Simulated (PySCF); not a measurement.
C₈H₁₁NO.
SMILES with atom numbers: `[CH3:1][CH:2]([CH3:3])[c:4]1[cH:5][cH:6][n+:7]([O-:8])[cH:9][cH:10]1`

NICS = −σ at a ghost point: NICS(0) at the centroid of the ring atoms, NICS(1) 1 Å to either side along the normal of their mean plane, zz for the tensor component along that normal. Level: GIAO PBE0/pcSseg-1 (PySCF, non-relativistic, gas phase) on the GFN2-xTB geometry, one conformer.

Ring bond lengths (Å), with Mayer bond orders in brackets: C4–C5 1.391 (1.39), C5–C6 1.374 (1.44), C6–N7 1.353 (1.14), N7–C9 1.354 (1.13), C9–C10 1.372 (1.46), C10–C4 1.393 (1.34).

Q: What do the NICS probes read (ppm)?

A: 
```csv
ring,type,NICS(0),"NICS(1), two faces","NICS(1)zz, two faces",rms pucker (Å),"centre to ring atoms, mean (Å)"
C4–C5–C6–N7–C9–C10,6-membered ring with N; formal bonds all aromatic,-6.7,-8.6 / -8.6,-20.5 / -20.5,0.00,1.37
```

Q: What can be read from them?

A: 
- C4–C5–C6–N7–C9–C10: mean NICS(1)zz -20.5 ppm, shielded. The ring is flat and has no four-coordinate atom; by the NICS criterion it is aromatic.

Q: What does the geometric index give? HOMA = 1 − mean of α(R − Ropt)² over the ring bonds, with Krygowski's 1993 parameters (CC: Ropt 1.388 Å, α 257.7 Å⁻²; CN: Ropt 1.334 Å, α 93.52 Å⁻²).

A: 
- C4–C5–C6–N7–C9–C10: HOMA 0.97; the largest term is that of C9–C10, α(R − Ropt)² = 0.06. The geometric and the magnetic index point the same way.

Q: Give the inner angles of the rings and the Hirshfeld charges of the ring atoms.

A: 
- C4–C5–C6–N7–C9–C10: C4 116.3° (+0.006 e), C5 121.0° (-0.049 e), C6 121.8° (-0.003 e), N7 118.0° (+0.119 e), C9 122.0° (-0.001 e), C10 120.9° (-0.045 e); sum 720.0° against 720° for a flat convex ring.

Conformer computed: `[CH3:1][CH:2]([CH3:3])[c:4]1[cH:5][cH:6][n+:7]([O-:8])[cH:9][cH:10]1`: C1–C2–C4–C5 -118°.
